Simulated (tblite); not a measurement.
C₄H₈FNSi₂.
Geometry (GFN2-xTB, Å), atoms numbered from 1 in this order:
```
atom  x, y, z in Å
C1     2.8647   -1.0585   -0.6025
N2     1.6943   -0.6159   -0.6494
Si3    0.8114    0.5247    0.2739
Si4   -0.3930    1.9549   -1.1219
C5    -1.6424    0.7381   -0.3739
F6    -2.9873    0.6781   -0.5720
C7    -0.9774   -0.1076    0.4237
C8    -1.5431   -1.2255    1.2235
H9     3.2011   -1.7496   -1.3700
H10    3.5980   -0.8024    0.1660
H11    1.3676    0.9300    1.5775
H12   -0.3471    1.9446   -2.5849
H13   -0.6242    3.3391   -0.6958
H14   -1.3303   -1.0732    2.2821
H15   -2.6212   -1.3027    1.0875
H16   -1.0786   -2.1654    0.9250
```

Computed with GFN2-xTB (tblite): harmonic, unscaled wavenumbers at the GFN2-xTB geometry, gas phase. The method is semi-empirical: single wavenumbers can be off by several per cent or more. Modes of hydrogen on silicon can be 10 to 20 % off. One conformer, not necessarily the lowest.

Harmonic wavenumbers (cm⁻¹): 66.2, 70.6, 122.3, 138.5, 155.5, 224.0, 243.0, 286.4, 310.3, 356.8, 391.8, 400.5, 434.7, 469.7, 515.8, 522.9, 548.7, 623.3, 652.2, 757.8, 795.6, 800.0, 971.9, 1013.7, 1025.7, 1101.3, 1136.5, 1192.0, 1392.7, 1447.8, 1471.6, 1478.2, 1624.9, 1702.9, 2123.8, 2206.7, 2237.0, 2885.8, 2985.1, 2988.4, 3003.6, 3014.0.

A = 2120, B = 1026, C = 773.8 MHz; mass 145.018 u (most abundant isotopes); point group C1, symmetry number 1.

Problem. Zero-point energy?

Solution. ½Σν̃ = 22945 cm⁻¹ = 65.60 kcal/mol.

Problem. Entropy at 298.15 K, 1 bar (ideal gas, RRHO, classical rotation)?

Solution. Translation 40.85, rotation 29.64, vibration 31.85: S = 102.3 cal/(mol K).

Problem. And Cp and H(298.15 K) − H(0)?

Solution. Cp = 41.61 cal/(mol K), of which vibrations give 33.66 (their classical limit is 42 R = 83.5); H(298.15 K) − H(0) = 7.58 kcal/mol without the zero-point energy, 5.21 from vibrations.

Problem. Blend soft modes into free rotors: weight 1/[1 + (100 cm⁻¹/ν̃)⁴] for the oscillator and the rest for a rotor with moment μB/(μ + B), μ = h/(8π²ν), B = 10⁻⁴⁴ kg m². What vibrational entropy results?

Solution. 30.08 cal/(mol K) in place of 31.85, which changes −T·S at 298.15 K by +0.53 kcal/mol.

Problem. How do the functions run with temperature in this model?

Solution. 
```csv
T (K),S (cal/(mol K)),Cp (cal/(mol K)),H − H(0) (kcal/mol),G − H(0) (kcal/mol),ln q(vib)
100,69.9,19.9,1.31,-5.68,1.50
200,87.6,32.2,3.94,-13.59,4.33
300,102.6,41.8,7.65,-23.12,7.29
500,127.4,55.4,17.47,-46.21,12.97
800,156.4,68.0,36.14,-88.97,20.54
1000,172.2,73.4,50.31,-121.86,25.01
```

q(vib) and H(0) count from the zero-point level.

Problem. What must be added to the electronic energy to get the Gibbs energy at 298.15 K and 1 bar?

Solution. ZPE + [H(298.15 K) − H(0)] − T·S = 65.60 + 7.58 − 30.51 = 42.67 kcal/mol.

Problem. Which modes carry the vibrational entropy at 298.15 K?

Solution. 66.2 cm⁻¹: 4.26; 70.6 cm⁻¹: 4.14; 122.3 cm⁻¹: 3.06; 138.5 cm⁻¹: 2.82; 155.5 cm⁻¹: 2.60; 224.0 cm⁻¹: 1.93 cal/(mol K); the other 36 give 13.03 together.

Hindered rotation and anharmonicity are outside this model. Other conformers, if any are populated, would add a mixing term that is left out. The structure is chiral; the term R ln 2 for an equal mix with its mirror image is left out.
